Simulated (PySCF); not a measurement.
## Ionisation energy of Sn by level of theory

Sn [Kr] 4d10 5s2 5p2 (3P) → Sn⁺ [Kr] 4d10 5s2 5p1 (2P), as a difference of total energies. All numbers are calculated (PySCF 2.14, the spin-free X2C one-electron Hamiltonian (Gaussian nucleus), in x2c-TZVPall (8s6p4d2f, 60 functions)). Correlated levels: valence: [Kr] 4d10 frozen. The calculations carry no spin-orbit coupling.

```csv
method,ionisation energy (eV),error (eV)
UHF,6.859,-0.530
B3LYP,7.270,-0.119
TPSS,7.242,-0.147
MP2 (valence),7.143,-0.246
SCS-MP2 (valence),7.081,-0.308
```

Reference: 7.389 eV (measured; NIST levels, between the centres of gravity of the two terms).

Errors of the correlated levels include the incompleteness of this basis and the frozen core.
